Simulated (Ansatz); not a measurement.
Computed with Ansatz on PBE0-D4/def2-TZVP structures; ΔE is electronic, products minus reactants. CCSD(T)/CBS adds triple-zeta CCSD(T) − MP2 to the extrapolated MP2 energy (def2 sets, frozen cores). Functionals use def2-TZVPP. Each species was taken in one conformer, which may not be the lowest.

Reaction (ligand exchange at the Si–C bond): `CO[SiH2]CC[Si](F)(F)F` + `S[SiH2]Cl` → `CO[SiH2]S[SiH2]Cl` + `CC[Si](F)(F)F`

Q: Is it downhill or uphill in electronic energy at CCSD(T)/CBS, and by how much? (Estimate.)

A: Computed: Downhill: ΔE = -19.1 kcal/mol.

Q: What do these levels give: r2SCAN-D4, PBE0-D4, ωB97X-V, ωB97M-V, B2PLYP, PBE, r2SCAN, MP2/def2-TZVPP, CCSD/def2-TZVPP, HF/def2-QZVPP, MP2/def2-QZVPP, HF/CBS(def2)? (Estimate.)

A: Ansatz gave: r2SCAN-D4 -19.1, PBE0-D4 -19.0, ωB97X-V -18.2, ωB97M-V -18.2, B2PLYP -18.5, PBE -18.2, r2SCAN -19.1, MP2/def2-TZVPP -19.7, CCSD/def2-TZVPP -17.8, HF/def2-QZVPP -18.3, MP2/def2-QZVPP -20.2, HF/CBS(def2) -18.3 kcal/mol.

Largest T1 diagnostic among the species: 0.011.

The D4 term adds −1.0 kcal/mol with B3LYP and −0.5 kcal/mol with PBE0; it sums over pairs of atoms, weighted by their polarisabilities, and B3LYP, whose exchange is more repulsive, gets the larger term.

B3LYP here is the variant with VWN-RPA as its local correlation; programs differ in this.
